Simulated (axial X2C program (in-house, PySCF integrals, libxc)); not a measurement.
Spectroscopic constants of KAs

All values were computed with an axial X2C code built on PySCF integrals. Spin-free means the one-electron spin-free X2C Hamiltonian; two-component (2c) means X2C with spin–orbit coupling and atomic mean-field two-electron Coulomb and Gaunt terms, so the difference of the two also holds small scalar two-electron terms. Basis: As dyall-v3z [9s9p6d1f], K dyall-v3z [11s12p4d2f] (cores contracted in-house); Gaussian nuclei, density fitting, unrestricted open shells. Masses: As 74.922 u, K 38.964 u.

State, spin-free: M_S = 1, Λ = 0 (beyond evenly filled blocks: π+α, π-α); electrons by block: σα: 13, σβ: 13, π+α: 6, π+β: 5, π-α: 6, π-β: 5, δ+α: 1, δ+β: 1, δ-α: 1, δ-β: 1. Fragments: As + K.

State, 2c: Ω = 1 (⟨Sz⟩ = 0.99, ⟨Lz⟩ = 0.01 at PBE0); electrons by block: 1/2: 18, -1/2: 19, 3/2: 7, -3/2: 6, 5/2: 1, -5/2: 1. Fragments: As + K.

| Hamiltonian | level | Re (Å) | ωe (cm⁻¹) | ωexe (cm⁻¹) | Be (cm⁻¹) | αe (cm⁻¹) | De (eV) | μ (D) |
| --- | --- | --- | --- | --- | --- | --- | --- | --- |
| 2c | PBE0 | 3.118 | 166.8 | 0.57 | 0.06766 | 0.000347 | 1.24 | 9.14 |
| 2c | PW91 | 3.130 | 160.3 | 0.55 | 0.06712 | 0.000359 | 1.39 | 8.19 |
| 2c | TPSSh | 3.132 | 163.8 | 0.521 | 0.06706 | 0.000344 | 1.36 | 9.12 |

Spin-free values that have a 2c row agree with it to the digits that matter (0.001 Å, 0.01 eV) and are not repeated.

Dipoles are positive if K is the positive end.

Occupations by symmetry block were frozen at the best pattern of an incomplete PBE0 search. Dissociation energies refer to the lowest single-determinant-based atoms at the same level and basis. Density functionals use the spin component along the axis (collinear). Other states lie close and PBE0, whose exact exchange favours high spin, may order them wrongly; the determinant shown need not be the ground state. The nearest other 2c determinant of the search, Ω = 2, lies 0.47 eV up at the distance of the search. With several unpaired electrons one determinant need not be a pure state. Open-shell Ω = 0 determinants with evenly filled partner blocks cannot be reached by this program, so the Ω shown need not be the lowest component. This is the Ω = 1 component of a π² triplet; the 0⁺ component is not one determinant and can lie lowest.

No reliable constants came from HF (2c), HF (spin-free), MP2 (2c), MP2 (spin-free): no minimum in range, unconverged points, a curve that is not smooth, a change of character along it, or the two Hamiltonians disagreeing along it.

Rough cost a point (2c) on 1 thread(s) of a shared host, integrals apart: PBE0 1.1 s, PW91 0.6 s, TPSSh 1.8 s.

The whole task took 2.4 min on 1 thread of Arm Neoverse N1, on a shared host.
